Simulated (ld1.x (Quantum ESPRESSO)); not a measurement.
lead (Pb): one change to a TM semilocal potential, before and after

* Element: Pb (Z = 82)
* Generator: ld1.x (Quantum ESPRESSO) 7.5
* Type: norm-conserving Troullier–Martins (semilocal form)
* Functional: PBE
* Relativity: scalar-relativistic
* Frozen core: [Xe] 4f14 5d10
* Valence charge: 4
* Reference configuration: 6s2 6p2
* Partial waves: 6p (bound): rc 2.70 bohr; 6s (bound): rc 1.70 bohr
* Local potential: the s channel
* Core correction: a·sin(br)/r model core inside 1.55 bohr

All-electron outer shells of the reference configuration (PBE, scalar-relativistic, ld1.x):

```tsv
shell	level (eV)	outermost node (bohr)	outermost maximum (bohr)
5p	-85.83	0.49	0.88
5d	-21.18	0.52	1.07
6s	-12.04	1.01	1.95
6p	-3.50	1.18	2.67
```

Change: wave 6p (bound): rc 2.70 bohr becomes 6p (bound): rc 3.22 bohr.

Cutoffs: the cutoffs (Ry, on a coarse ladder) from which the occupation-weighted sum of valence levels, in a spherical-Bessel basis at the reference potential, stays within 10 and 1 mRy of its value at 400 Ry; they do not see the model core or the augmentation charge, which bear on the density cutoff. Errors are all-electron minus pseudo energies relative to the spin-unpolarised reference configuration.

Question: Predict the effect on cutoff, ghosts and configuration errors.

Answer: The potential gets neither clearly harder nor softer (30 Ry and 80 Ry → 30 Ry and 80 Ry); of the 7 tests that both files solve, the error grows in 0 and shrinks in 3 by more than 15 % and 0.3 meV (median size 88.7 → 73.7 meV); neither file shows a bound ghost. That the errors move this way runs against the usual rule that smaller radii transfer better. A semilocal file is local in each channel, so a ghost entry of none says nothing of the separable form that plane-wave codes build from it.

```tsv
quantity	base	changed
cutoff, loose	30 Ry	30 Ry
cutoff, tight	80 Ry	80 Ry
bound ghosts	none	none
error for 6s2 6p1, meV [ΔE 6.58 eV]	-18	-18
error for 6s2 6p0, meV [ΔE 20.02 eV]	-120	-135
error for 6s1 6p0, meV [ΔE 52.43 eV]	-608	-656
error for 6s2 6p2.3, meV [ΔE -0.80 eV]	0.0	+0.1
error for 6s1 6p2, meV [ΔE 16.10 eV]	-89	-74
error for 6s0 6p4, meV [ΔE 17.83 eV]	-163	-109
error for 6s1 6p3, meV [ΔE 8.74 eV]	-41	-29
```
